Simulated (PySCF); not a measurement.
Si(F)(Cl)(Br)(OH) (BrClFHOSi), SMILES O[Si](F)(Cl)Br. Heavy atoms are numbered as in [OH:1][Si:2]([F:3])([Cl:4])[Br:5]. Hydrogens are named by the atom that carries them.

Coordinates come from a B3LYP-D3(BJ)/def2-SVP optimisation. This is a generated structure with no PubChem entry under its InChIKey; it may be hypothetical. The values are those of a single conformer.

The numbers are results of PySCF with KT2/pcSseg-1, not measurements.

GIAO shieldings, no solvent; atoms alike by connectivity are averaged. δ = σ(ref) − σ: ¹⁷O against H2O (σ = 330.4 ppm); ²⁹Si against TMS (σ = 361.9 ppm); ¹⁹F against CFCl3 (σ = 127.1 ppm); ³⁵Cl against HCl (σ = 945.4 ppm); ¹H against TMS (σ = 31.47 ppm), references at their B3LYP-D3(BJ)/def2-TZVP geometries, non-relativistic (without spin–orbit terms, shifts of atoms bonded to Cl or Br come out too high).

```csv
nucleus,atoms,count,δ (ppm)
¹⁷O,O1 (OH),1,106.1
²⁹Si,Si2,1,-17.9
¹⁹F,F3,1,-109.7
³⁵Cl,Cl4,1,119.9
¹H,H on O1,1,3.33
```
